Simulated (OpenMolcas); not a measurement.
Re6+ (d1) among equal point charges was computed by CASSCF with the d shell active (OpenMolcas, ANO-RCC-VDZP on the metal). Its lowest spin-free states, and all those of the highest spin:

```
2S+1  Degeneracy  E (cm-1)
   2           1       0.0
   2           2      1546
   2           1      7607
   2           1     10692
```

Question: Is the site octahedral, tetrahedral or cube-like, axial, or of lower symmetry?

Answer: The states with 2S+1 = 2 have orbital degeneracies 1, 2, 1, 1. There are pairs but no triples, so the site is axial: not cubic, but with a proper or improper axis of order three or more. The run had Re6+ among 4 point charges of -1.2 e arranged as a square (D4h), 2.26 Å from the ion.

Spin-orbit coupling mixes the spin-free states strongly: the lowest level takes only 54 % from its leading state, 2E, which lies 1546 cm-1 above the lowest spin-free state. This is an electrostatic model: the charges have no orbitals. No measured value stands beside these numbers.
